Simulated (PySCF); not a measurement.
## Worked example: chemical shift, span and skew from a shielding tensor

H₃O₄P, SMILES O=P(O)(O)O. Atoms are numbered in the order given.

```xyz
8

O      1.1894     0.8176     0.6009
P      0.0000     0.0000    -0.1226
O      0.0000     0.0000    -1.6057
O      0.1134    -1.4389     0.6009
O     -1.3028     0.6213     0.6009
H      1.4164     1.6108     0.0877
H      0.6868    -2.0320     0.0877
H     -2.1031     0.4212     0.0877
```

Geometry: TPSSh-D3(BJ)/def2-SVP. One conformer was computed; it need not be the lowest.

GIAO shieldings from PBE0/pcSseg-1 run with PySCF, non-relativistic, no solvent. The symmetric part of the tensor of P2 has the principal values 232.7, 232.7, 450.5 ppm. The same nucleus in PH3 has σ = 586.6 ppm at this level (PySCF, at its B3LYP-D3(BJ)/def2-TZVP geometry).

Work out the isotropic shielding, the ³¹P shift against PH3, the span and the skew.


σ(iso) = (σ11 + σ22 + σ33)/3 = 305.3 ppm. δ = σ(ref) − σ(iso) = 586.6 − (305.3) = 281.3 ppm.
Span Ω = σ33 − σ11 = 217.8 ppm. Skew κ = 3(σ(iso) − σ22)/Ω = 1.00, an axial tensor. Tumbling in solution averages the tensor to δ; in a static solid the shielding alone would spread this spin-1/2 line over Ω.
